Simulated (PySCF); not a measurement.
**[TcNCl4]2-: computed shieldings and shifts**

[TcNCl4]2-, [Cl4NTc]2-, point group C4v.

Bonds: Tc1-N2 1.589 Å, Tc1-Cl3 2.440 Å, Tc1-Cl4 2.440 Å, Tc1-Cl5 2.440 Å, Tc1-Cl6 2.439 Å.

Total charge -2.

GIAO calculations in PySCF on the PBE0-D3(BJ)/def2-SVP structure: isolated species, scalar relativity only through the core potential, equivalent atoms averaged; basis pcSseg-1 (def2-TZVP on Tc).

(1) Give the isotropic shieldings (ppm) with KT2, PBE0.

(2) And the chemical shifts, against references computed in the same way?

(3) Which part of the shielding of Cl3/Cl4/Cl5/Cl6 depends on the functional?

## Answers

(1) 
```tsv
atoms	environment	KT2	PBE0
Cl3/Cl4/Cl5/Cl6	chlorine bonded to Tc	1096	1178
N2	nitrogen bonded to Tc	-487.8	-631.1
HOMO–LUMO gap (eV)	–	2.05	4.55
```

(2) 
```tsv
atoms	nucleus, reference	KT2	PBE0
Cl3/Cl4/Cl5/Cl6	³⁵Cl, HCl	-153	-235
N2	¹⁵N, NH3	752.1	896.8
```

(3) Diamagnetic: KT2 1151, PBE0 1149 ppm; paramagnetic: KT2 -55, PBE0 29 ppm. The diamagnetic part, set mainly by inner electrons, hardly moves; the paramagnetic part goes with low-lying magnetically allowed excitations and carries the spread.

The ion is multiply charged and has no counter-ions or solvent here.

Tc is described by an effective core potential, so it has no shielding of its own here; spin–orbit effects on the atoms bonded to it, which can be large, are absent, and the values of these neighbours are rough. Experimental scales use liquid or dissolved standards, which lie at an offset from isolated NH3 (liquid NH3: subtract about 20 ppm). Unscaled 15N shifts of sp2 nitrogen come out 20 to 40 ppm too high even then.
